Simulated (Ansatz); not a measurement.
The cluster PbCl₂⁻. Total charge -1; doublet. Geometry PBE0-D4/def2-TZVP, that of the neutral singlet.

Cartesian coordinates in Å:
```
Pb -0.348 -0.288 -0.959
Cl 1.376 -1.291 0.473
Cl -1.028 1.578 0.486
```

In the def2 sets Pb takes a core potential; there is no spin–orbit coupling. At PBE-D4/def2-TZVPD, r2SCAN-D4/def2-TZVPD, PBE0-D4/def2-TZVPD the highest occupied level of the charge -1 doublet lies above zero (up to 1.18 eV). By energy differences its removal costs 1.31 eV (vertical, to the charge 0 singlet, at PBE-D4/def2-TZVPD); a positive level beside a positive removal energy at the same level points to self-interaction error. The structure comes from a short search, and lower isomers may exist.

(1) Estimate the α-spin orbital energies around the gap (eV) in Ansatz with PBE-D4/def2-TZVPD, r2SCAN-D4/def2-TZVPD, PBE0-D4/def2-TZVPD.

Results:

(1) 
```tsv
orbital	PBE-D4/def2-TZVPD	r2SCAN-D4/def2-TZVPD	PBE0-D4/def2-TZVPD
HOMO−5	-3.05	-3.35	-4.36
HOMO−4	-2.93	-3.26	-4.31
HOMO−3	-2.57	-2.88	-3.94
HOMO−2	-2.40	-2.71	-3.70
HOMO−1	-2.11	-2.36	-3.18
HOMO	1.18	0.92	0.34
LUMO	2.68	2.99	3.26
LUMO+1	2.92	3.26	3.47
LUMO+2	3.07	3.59	3.52
LUMO+3	4.04	4.56	4.48
LUMO+4	4.19	4.77	4.61
LUMO+5	4.35	4.80	4.81
β HOMO	-1.99	-2.23	-3.00
β LUMO	2.12	2.55	2.84
```
